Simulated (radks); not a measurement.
Coulomb parameter of the 4d shell of the rhodium ion Rh3+ in the model configuration [Kr] 4d5 5s1, as a second difference U = [E(n + 0.25) + E(n - 0.25) - 2 E(n)] / (0.25)^2 with all orbitals relaxed. "Bare": the charge of the atom changes with n. "Screened": the 5s shell takes up the change at fixed total charge, which measures U(4d,4d) + U(5s,5s) - 2 U(4d,5s). Calculated with a radial shooting solver on a logarithmic mesh with Libxc functionals: scalar-relativistic Kohn-Sham, BLYP, spin-unpolarised, spherical densities, point nucleus.

case                 configuration  E - E(n) (eV)
start                 [Kr] 4d5 5s1          0.000
bare +0.25         [Kr] 4d5.25 5s1        -10.379
bare -0.25         [Kr] 4d4.75 5s1         11.304
screened +0.25  [Kr] 4d5.25 5s0.75         -2.843
screened -0.25  [Kr] 4d4.75 5s1.25          2.986

U(bare) = 14.794 eV, U(screened by 5s) = 2.289 eV, against the Slater integral F0(4d,4d) = 18.460 eV with frozen orbitals.
